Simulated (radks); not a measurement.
All-electron atom: Mg VIII in [He] 2s1.75 2p1 3p0.25 (fractional occupations, a model configuration). Method: non-relativistic Kohn-Sham, r2SCAN, spin-unpolarised, spherical densities, point nucleus; meta-GGA in the generalised Kohn-Sham scheme; computed with a radial shooting solver on a logarithmic mesh with Libxc functionals.

Normalised radial functions P(r) = r R(r), r in bohr:

```
   r/bohr * 2p (the largest magnitude, 1.33, reaches the edge; | marks zero)
  0.00914 *
  0.01279 *
   0.0179 |*
  0.02504 | *
  0.03505 |  *
  0.04904 |    *
  0.06862 |        *
  0.09603 |              *
   0.1344 |                       *
   0.1865 |                                  *
    0.261 |                                              *
   0.3653 |                                                      *
   0.5111 |                                                    *
   0.7153 |                                       *
    1.001 |                    *
    1.401 |      *
     1.96 |*
    2.743 *
    3.838 *
```

2p: eigenvalue -246.94 eV, 0 radial nodes, <r> = 0.525 bohr, 90 % of the charge inside 0.850 bohr.
